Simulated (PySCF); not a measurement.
SMILES c1cc(-c2cc3sccc3s2)ccn1 (C11H7NS2) (GFN2-xTB optimised geometry):

```
21

C      0.527    -3.742     0.000
C     -0.244    -2.594     0.000
C      0.397    -1.350     0.000
C     -0.344    -0.109     0.000
C     -1.704     0.070     0.000
C     -2.054     1.428     0.000
S     -3.543     2.307     0.000
C     -2.674     3.804     0.000
C     -1.324     3.657     0.000
C     -0.965     2.295     0.000
S      0.520     1.422     0.000
C      1.795    -1.358     0.000
C      2.462    -2.569     0.000
N      1.850    -3.742     0.000
H      0.061    -4.719     0.000
H     -1.319    -2.665     0.000
H     -2.422    -0.728     0.000
H     -3.233     4.719     0.000
H     -0.624     4.472     0.000
H      2.345    -0.429     0.000
H      3.543    -2.607     0.000
```

Level of theory: PBE0/def2-SVP run with PySCF.

Problem. What are the frontier orbital energies and the dipole moment?

Solution. HOMO-2 -7.26 eV, HOMO-1 -6.89 eV, HOMO -6.31 eV, LUMO -1.83 eV, LUMO+1 -0.43 eV; dipole moment 2.99 D.

On the same geometry PBE/def2-SVP (PySCF) gives HOMO-2 -5.84 eV, HOMO-1 -5.57 eV, HOMO -5.38 eV, LUMO -2.49 eV, LUMO+1 -1.32 eV; dipole moment 3.05 D.

Meta-Löwdin charges at PBE0/def2-SVP: C1 0.02, C2 -0.14, C3 0.03, C4 -0.10, C5 -0.13, C6 -0.12, S7 0.24, C8 -0.22, C9 -0.14, C10 -0.11, S11 0.22, C12 -0.14, C13 0.02, N14 -0.25, H15 0.11, H16 0.11, H17 0.12, H18 0.13, H19 0.13, H20 0.11, H21 0.11.
